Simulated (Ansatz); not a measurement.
Na₃Cl₃⁺, 6 atoms. Hardware: 4 threads of Intel Xeon on a shared host.

Correlated methods freeze 18 core orbitals; core or outer-core shells of Na are correlated, in sets that lack core-valence functions.

(1) How many basis functions does each of these Ansatz runs have, and roughly what does it cost? PBE0-D4/def2-TZVP, charge 1 doublet, energy, from earlier orbitals; MP2/def2-TZVP, charge 1 doublet, energy, from earlier orbitals; r2SCAN-D4/def2-TZVP, charge 1 doublet, energy, from earlier orbitals; CCSD(T)/def2-SVP, charge 1 doublet, energy, from earlier orbitals; PBE0-D4/def2-SVP, charge 1 doublet, energy, from earlier orbitals; PBE-D4/def2-TZVP, charge 1 doublet, energy and forces, from earlier orbitals; BLYP-D4/def2-TZVP, charge 1 doublet, energy, from earlier orbitals; PBE0-D4/def2-SVP, charge 1 doublet, energy with a search over starts; B3LYP-D4/def2-SVP, charge 1 doublet, relaxation, 19 steps; revPBE-D4/def2-TZVP, charge 1 doublet, energy, from earlier orbitals; LDA (SPW92)/def2-TZVP, charge 1 doublet, energy, from earlier orbitals; PBE-D4/def2-SVP, charge 1 doublet, energy, from earlier orbitals.

## Answers

(1) Other jobs shared the machine, so times can vary by a factor of up to 3. A dash marks memory too small to be measured apart from the calling script's.

| run | functions | fitting or Cholesky vectors | wall time | peak host memory (GiB) |
| --- | --- | --- | --- | --- |
| PBE-D4/def2-SVP, charge 1 doublet, energy, from earlier orbitals | 99 | 1110 | 4.9 s | – |
| LDA (SPW92)/def2-TZVP, charge 1 doublet, energy, from earlier orbitals | 207 | 1599 | 6 s | – |
| PBE0-D4/def2-SVP, charge 1 doublet, energy, from earlier orbitals | 99 | 884 | 6.5 s | – |
| revPBE-D4/def2-TZVP, charge 1 doublet, energy, from earlier orbitals | 207 | 1599 | 9.5 s | – |
| PBE-D4/def2-TZVP, charge 1 doublet, energy and forces, from earlier orbitals | 207 | 1599 | 12 s | – |
| BLYP-D4/def2-TZVP, charge 1 doublet, energy, from earlier orbitals | 207 | 1599 | 12 s | – |
| PBE0-D4/def2-SVP, charge 1 doublet, energy with a search over starts | 99 | 884 | 12 s | – |
| r2SCAN-D4/def2-TZVP, charge 1 doublet, energy, from earlier orbitals | 207 | 1599 | 21 s | – |
| MP2/def2-TZVP, charge 1 doublet, energy, from earlier orbitals | 207 | 1485 | 21 s | 0.76 |
| PBE0-D4/def2-TZVP, charge 1 doublet, energy, from earlier orbitals | 207 | 1662 | 23 s | 1 |
| CCSD(T)/def2-SVP, charge 1 doublet, energy, from earlier orbitals | 99 | 884 | 42 s | 0.93 |
| B3LYP-D4/def2-SVP, charge 1 doublet, relaxation, 19 steps | 99 | 947 | 1.9 min | – |
